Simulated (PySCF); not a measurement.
**Li (lithium, neutral) across methods**

[He] 2p1, 2P determinant (an excited configuration). Calculation: PySCF 2.14, in def2-QZVPPD (6s4p2d1f, 35 functions); the non-relativistic Hamiltonian (point nucleus).

```tsv
method	E (hartree)	mean ε 1s α (eV)	mean ε 1s β (eV)	mean ε 2p α (eV)	Σ⟨r²⟩ (bohr²)	⟨S²⟩
LDA	-7.2850	-52.190	-52.113	-1.863	26.63	0.750
TPSSh	-7.4286	-55.565	-55.488	-2.064	25.76	0.750
BHandHLYP	-7.4210	-61.359	-61.304	-2.711	26.29	0.750
wB97X-V	-7.4129	-59.458	-59.406	-3.606	26.25	0.750
r2SCAN	-7.4204	-54.520	-54.478	-1.928	26.07	0.750
PBE	-7.4047	-52.900	-52.807	-1.942	25.57	0.750
PBE0	-7.4067	-57.055	-56.977	-2.404	26.01	0.750
UHF	-7.36503	-68.882	-68.847	-3.501	28.64	0.750
```
